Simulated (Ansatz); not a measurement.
Species: InCl3, charge 0, multiplicity 1. 
Coordinates optimised at B3LYP-D3(BJ)/def2-TZVP (Ansatz, a first-principles code):
```xyz
4

In     0.0000     0.0000     0.0000
Cl     2.2440    -0.2968    -0.4832
Cl    -0.9240    -1.0046     1.8692
Cl    -1.3200     1.3014    -1.3860
```
Charge 0, spin multiplicity 1.

Basis-set convergence of Hartree-Fock and MP2 correlation energies (hartree) with Ansatz. Valence correlation only, unless marked. Spin-orbit coupling is left out. Frozen are the shells of the preceding noble gas and the d and f shells that filled before the atom's block. Past Kr the def2 sets carry scalar-relativistic core potentials.

```tsv
basis	functions	E(HF)	E(corr, MP2)
def2-SVP	80	-1567.43763	-0.44177
def2-TZVPP	176	-1567.91943	-0.62156
def2-QZVPP	292	-1567.95904	-0.68554
```

Extrapolating the two largest sets (X = 3 and 4) as X^-3: E(corr) = (64·(-0.68554) - 27·(-0.62156))/37 = -0.7322 Eh, an estimate of the basis-set limit. The largest set recovers 93.6 % of it, the smallest 60.3 %.
